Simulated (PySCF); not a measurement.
**Computed properties of Ga(H)2(NH2) (GaH₄N), SMILES [NH2][GaH2]**

Ga(H)2(NH2) (GaH₄N), SMILES [NH2][GaH2]. Geometry optimised at B3LYP-D3(BJ)/def2-TZVP. Other conformers were not sampled. All values are computed for the isolated molecule unless a solvent is named; none is compared with measurement here.

**Structure.** The optimised structure has C2v symmetry. All 12 harmonic modes at B3LYP-D3(BJ)/def2-TZVP (PySCF) are real, so it is a minimum.

**Vibrations.** The strongest infrared lines (harmonic, unscaled, degenerate partners summed) lie at 1987 cm⁻¹ (246 km/mol, H 98 %), 317 cm⁻¹ (224 km/mol, H 78 %, N 21 %), 683 cm⁻¹ (134 km/mol, N 53 %, H 27 %, Ga 20 %). The softest mode is at 317 cm⁻¹ and the zero-point energy is 24.1 kcal/mol.

**Electronic structure.** HF/def2-TZVPD (PySCF) places the frontier levels at -10.66 and 1.60 eV, a gap of 12.26 eV, and gives a dipole moment of 0.55 D and a mean polarisability of 37.3 bohr³.

**Excitations.** TDDFT-B3LYP/def2-TZVPD (PySCF) has S1 at 5.63 eV (220 nm, f = 0.098, bright); the most intense of the 10 singlets computed lies at 7.97 eV (f = 0.19). T1 (TDA) is at 4.44 eV. No vertical singlet excitation falls in the visible range (under 3.1 eV).

**NMR.** GIAO shifts at KT2/pcSseg-2 (PySCF) (non-relativistic, atoms alike by connectivity averaged): ¹H from 3.3 to 5.7 ppm against TMS.
